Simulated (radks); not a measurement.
Question: These are the eigenvalues of the occupied orbitals of an atom or ion with whole-number occupations (eV). Method: scalar-relativistic Kohn-Sham, SCAN, spin-polarised, spherical densities, finite nucleus; meta-GGA in the generalised Kohn-Sham scheme; Fermi nuclear charge, rms radius of each element as measured or else 0.836 A^(1/3) + 0.57 fm; computed with a radial shooting solver on a logarithmic mesh with Libxc functionals.

| orbital | eigenvalue |
|---|---|
| 1s up | -21987.41 |
| 1s down | -21987.37 |
| 2s up | -3179.744 |
| 2s down | -3179.077 |
| 2p up | -2844.945 |
| 2p down | -2844.405 |
| 3s up | -569.6320 |
| 3s down | -569.3326 |
| 3p up | -458.5833 |
| 3p down | -458.2032 |
| 3d up | -280.9190 |
| 3d down | -280.2401 |
| 4s up | -84.7130 |
| 4s down | -81.2213 |
| 4p up | -53.8062 |
| 4p down | -50.0792 |
| 4d up | -10.4407 |
| 5s up | -7.1089 |
| 4d down | -6.3506 |
| 5p up | -2.5657 |

Which element is it, and in what charge state? The configuration may be excited. Open shells, if any, are filled with parallel spins first.

Answer: Z = 44, ruthenium, charge 0: Ru in [Kr] 4d6 5s1 5p1. The list shows which subshells hold electrons but not how many an open one holds; the 1s level, -808.02 hartree, gives Z - s = 40.2 by -(Z - s)^2/2, which with screening and relativity narrows Z to a few neighbours, and the depths of the outer levels then fix element, charge and occupations together.
